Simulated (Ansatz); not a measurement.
The cluster Sn₂Cl₄⁻. The state is a doublet with charge -1. Geometry PBE-D4/def2-SVP, that of the neutral singlet; atoms count from 1.

```xyz
6

Sn   -0.5046    1.9747   -0.8360
Sn    0.2362   -1.1799    0.9283
Cl   -1.5833   -0.4186   -0.9271
Cl    1.0359   -3.0972   -0.3097
Cl    1.7168    0.6326   -0.4333
Cl   -0.9011    2.0883    1.5779
```

In the def2 sets Sn takes a core potential; there is no spin–orbit coupling. The highest occupied level of the charge -1 doublet lies above zero (up to 0.28 eV). By energy differences its removal costs 1.12 eV (vertical, to the charge 0 singlet, at PBE0-D4/def2-TZVPD); a positive level beside a positive removal energy at the same level points to self-interaction error. The structure comes from a short search, and lower isomers may exist.

**Question.** Estimate the Mulliken populations from the PBE0/def2-TZVPD orbitals of Ansatz.

**Answer.** 
```csv
atom,charge (e),spin (α − β)
Sn1,0.46,0.45
Sn2,0.50,0.53
Cl3,-0.45,0.00
Cl4,-0.52,0.00
Cl5,-0.45,0.00
Cl6,-0.53,0.01
```
Mulliken values and Mayer orders depend strongly on the basis. With diffuse functions, as here, like atoms can get unlike values, and bond orders can come out too low or too high.

**Question.** Where does the spin sit?

**Answer.** Summed by element: Sn 0.98, Cl 0.02, of 1 unpaired in all. Largest on single atoms: Sn2 0.53, Sn1 0.45, Cl6 0.01.

**Question.** And the Mayer bond orders between bonded heavy atoms (over 0.3)?

**Answer.** Sn1–Cl3 0.51 (2.63 Å); Sn1–Cl5 0.51 (2.63 Å); Sn1–Cl6 0.75 (2.45 Å); Sn2–Cl3 0.41 (2.71 Å); Sn2–Cl4 0.78 (2.42 Å); Sn2–Cl5 0.41 (2.71 Å). Values over 0.3 also appear between atoms too far apart for a bond (Sn1–Sn2 0.36 at 3.69 Å); they arise where an orbital or an unpaired electron spreads over both atoms.
